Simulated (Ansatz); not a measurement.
A structure relaxed at PBE0-D4/def2-TZVP, charge 0, multiplicity 1:

```xyz
9

N     1.256    0.698   -1.039
Ge   -0.396    0.380   -0.341
C    -0.645   -1.125    0.811
S    -0.759    0.436    1.828
H     1.373    1.633   -1.407
H     2.012    0.504   -0.397
H    -1.484    0.900   -1.274
H     0.217   -1.740    1.052
H    -1.574   -1.686    0.769
```

Question: Give its formula and SMILES.

Answer: CH5GeNS, `[NH2][GeH]1[CH2][S]1`.

Question: Summarise the bond lengths by kind.

Answer: 1 × Ge–N 1.821 Å; 2 × H–N 1.011 Å; 1 × C–Ge 1.913 Å; 1 × Ge–S 2.201 Å; 1 × Ge–H 1.524 Å; 1 × C–S 1.867 Å; 2 × C–H 1.085 to 1.086 Å.

Results of the Gaussian-basis code of Ansatz.
